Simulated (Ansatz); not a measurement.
Be8⁺. Total charge 1; doublet. Geometry r2SCAN/def2-SVP, that of the neutral singlet; atoms count from 1.

```xyz
8

Be   -0.1102   -1.3389   -0.6248
Be    1.7310   -0.9980    0.0879
Be   -0.1606   -0.6347    1.3284
Be    1.2543    0.0644   -1.5556
Be   -1.9205   -0.3832    0.4049
Be   -0.7585    0.9215   -0.8772
Be   -1.0645    1.3174    1.0629
Be    1.0290    1.0514    0.1734
```

The charge 1 doublet is spin-contaminated (final ⟨S²⟩ up to 1.19, 0.75 for a pure state). The structure comes from a short search, and lower isomers may exist.

**Question.** Estimate the Mulliken populations from the PBE0/def2-TZVP orbitals of Ansatz.

**Answer.** 
```json
{"atom": "Be1", "charge (e)": "0.22", "spin (α − β)": "0.14"}
{"atom": "Be2", "charge (e)": "0.04", "spin (α − β)": "0.25"}
{"atom": "Be3", "charge (e)": "0.22", "spin (α − β)": "0.14"}
{"atom": "Be4", "charge (e)": "0.04", "spin (α − β)": "-0.13"}
{"atom": "Be5", "charge (e)": "0.04", "spin (α − β)": "0.25"}
{"atom": "Be6", "charge (e)": "0.21", "spin (α − β)": "0.25"}
{"atom": "Be7", "charge (e)": "0.04", "spin (α − β)": "-0.14"}
{"atom": "Be8", "charge (e)": "0.21", "spin (α − β)": "0.25"}
```
Mulliken values and Mayer orders depend strongly on the basis.

**Question.** Where does the spin sit?

**Answer.** Summed by element: Be 1.00, of 1 unpaired in all. Largest on single atoms: Be5 0.25, Be2 0.25, Be6 0.25.

**Question.** And the Mayer bond orders between bonded heavy atoms (over 0.3)?

**Answer.** Be1–Be2 0.62 (2.00 Å); Be1–Be3 0.46 (2.08 Å); Be1–Be4 0.55 (2.17 Å); Be1–Be5 0.45 (2.29 Å); Be2–Be3 0.45 (2.29 Å); Be2–Be4 0.73 (2.01 Å); Be2–Be8 0.54 (2.17 Å); Be3–Be5 0.62 (2.00 Å); Be3–Be7 0.55 (2.17 Å); Be4–Be6 0.44 (2.29 Å); Be4–Be8 0.62 (2.00 Å); Be5–Be6 0.54 (2.17 Å); Be5–Be7 0.73 (2.01 Å); Be6–Be7 0.62 (2.00 Å); Be6–Be8 0.46 (2.08 Å); Be7–Be8 0.44 (2.29 Å).
